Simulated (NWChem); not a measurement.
Species: C$_{4}$H$_{4}$F$_{2}$; SMILES FC1=C(F)CC1

```xyz
10

F      1.6050     0.0000     1.1210
C      0.6681     0.0000     0.1965
C     -0.6681     0.0000     0.1965
F     -1.6050     0.0000     1.1210
C     -0.7820     0.0000    -1.2970
C      0.7820     0.0000    -1.2970
H     -1.2357     0.8992    -1.7431
H     -1.2357    -0.8992    -1.7431
H      1.2357    -0.8992    -1.7431
H      1.2357     0.8992    -1.7431
```
Atoms are numbered in this order, from 1.

Results from NWChem. Medium grid unless said otherwise, to which SCAN and Minnesota functionals are sensitive. The geometry was optimised at PBE0/def2-SVP. Hybrids' shares of exact exchange are those that their runs print; pure functionals count as 0. The functionals differ in more than this share.

| row | share of exact exchange | highest occupied level (eV) |
|---|---|---|
| PBE/def2-SVP | 0.00 | -5.54 |
| LDA (Slater exchange, PW92)/def2-SVP | 0.00 | -5.69 |
| B3LYP/def2-SVP | 0.20 | withheld |
| MPW1K/def2-SVP | 0.43 | -7.90 |
| MN15/def2-SVP | 0.44 | -7.61 |

Q: Fit a straight line of the last column on the one before it, predict the withheld value, and compare with the run.

A: 
1. Means of the 4 shown rows: x = 0.217, y = -6.685. Slope Σ(x − x̄)(y − ȳ)/Σ(x − x̄)² = -0.9295/0.1893 = -4.911; intercept -5.617.
2. The shown rows scatter about the line by 0.131 (root mean square); the largest residual is -0.17, at MPW1K/def2-SVP.
3. At x = 0.20 (B3LYP/def2-SVP; inside the shown range) the line gives -6.60.
4. The run gives -6.64, -0.04 from the line, 0.3 times the scatter.
